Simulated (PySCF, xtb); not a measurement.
1,1,1-trifluoroethane (C₂H₃F₃), SMILES CC(F)(F)F.

Harmonic wavenumbers (cm⁻¹) from GFN2-xTB (xtb 6.7.1) at its own minimum, in rising order: 162, 334, 334, 478, 478, 547, 813, 932, 932, 1141, 1141, 1200, 1378, 1439, 1439, 3056, 3061, 3062.

### Question
What does B3LYP-D3(BJ)/def2-SVP run with PySCF 2.14.0 give at its own minimum? (An estimate is asked for; the answer gives what the named calculation found.)

### Answer
236, 366, 366, 544, 544, 605, 844, 976, 976, 1261, 1261, 1295, 1427, 1456, 1456, 3068, 3169, 3169. Paired by order, the mean absolute difference is 61 cm⁻¹ and the zero-point energies are 31.3 and 32.9 kcal/mol.
